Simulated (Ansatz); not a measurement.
Basis-set series for CH6AlClSi (`C[SiH]([AlH2])Cl`). Charge 0, multiplicity 1. Geometry: relaxed with PBE0-D4/def2-TZVP.

```xyz
10

C     1.5073   -0.5972    0.0928
Si   -0.0712    0.2026    0.7063
Al   -1.7505    0.6530   -1.0421
Cl   -0.9070   -1.0546    2.1405
H     1.3037   -1.5523   -0.3952
H     2.0044    0.0595   -0.6267
H     2.1897   -0.7758    0.9267
H     0.2925    1.4527    1.4365
H    -3.1885   -0.0158   -0.9947
H    -1.3804    1.6279   -2.2441
```

```tsv
functional	basis	functions	energy (Eh)	HOMO (eV)	LUMO (eV)
PBE0-D4	def2-TZVPP	241	-1033.48842	-7.32	-2.21
PBE0-D4	def2-QZVPP	447	-1033.52157	-7.33	-2.23
ωB97M-V	def2-TZVPP	241	-1033.82515	-9.31	-0.59
ωB97M-V	def2-QZVPP	447	-1033.85717	-9.33	-0.69
```

Q: Give the rows for def2-SVP. (Estimate.)

A: The calculation gave: 
```tsv
functional	basis	functions	energy (Eh)	HOMO (eV)	LUMO (eV)
PBE0-D4	def2-SVP	98	-1033.09549	-7.28	-2.20
ωB97M-V	def2-SVP	98	-1033.42975	-9.23	-0.51
```

Results of the Gaussian-basis code of Ansatz.
